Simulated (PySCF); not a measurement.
BH2O3, SMILES [O]B(O)O (connectivity only; charge and spin as stated), charge -1, multiplicity 1.

Geometry: ωB97X-D3(BJ)/def2-SVPD. The multiplicity is an assumed one; other spin states were not compared. The isomer is the one that the SMILES or the coordinates give; other isomers of the formula were not compared. One conformer was computed; it need not be the lowest.

Level of theory: PySCF with PBE/def2-TZVPD.

Symmetry labels are those of the subgroup C2v that the program uses (full group C2v).

Computed valence orbital energies around the gap with their symmetry:
| orbital | symmetry | energy (eV) |
|---|---|---|
| HOMO−7 | B2 | -7.16 |
| HOMO−6 | A1 | -4.55 |
| HOMO−5 | B1 | -3.38 |
| HOMO−4 | B2 | -2.18 |
| HOMO−3 | A1 | -1.97 |
| HOMO−2 | A2 | -1.77 |
| HOMO−1 | B1 | -0.12 |
| HOMO | B2 | 0.47 |
| LUMO | A1 | 2.74 |
| LUMO+1 | B2 | 4.09 |
| LUMO+2 | A1 | 4.46 |
| LUMO+3 | B1 | 4.97 |
